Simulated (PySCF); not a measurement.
Computed with PBE-D3(BJ)/def2-TZVP // PBE0-D4/def2-SVP in PySCF. All species are isolated molecules in the gas phase. One relaxed conformer stands for a flexible species; it need not be the lowest. Excitations are Tamm–Dancoff values on a coarser integration grid. The basis has no diffuse functions, so Rydberg states are missing or too high.

Reference species (SMILES): `[NH2][GeH2][CH]=O` (neutral, multiplicity 1).

```yaml
HOMO–LUMO gap: 2.78 eV
HOMO: -5.37 eV
LUMO: -2.59 eV
T1 excitation (TDA): 2.41 eV
```

Changed species: `[GeH2]([GeH2][GeH2][NH2])[GeH2][GeH2][CH]=O` (n = 5; the reference has n = 1).

Question: What does the change do to the HOMO–LUMO gap, HOMO, LUMO and T1 excitation (TDA)?

Answer: the HOMO–LUMO gap falls by 0.03 eV, to 2.75 eV; the HOMO falls by 0.09 eV, to -5.46 eV; the LUMO decreases by 0.12 eV, to -2.71 eV; the T1 excitation (TDA) increases by 0.04 eV, to 2.45 eV.
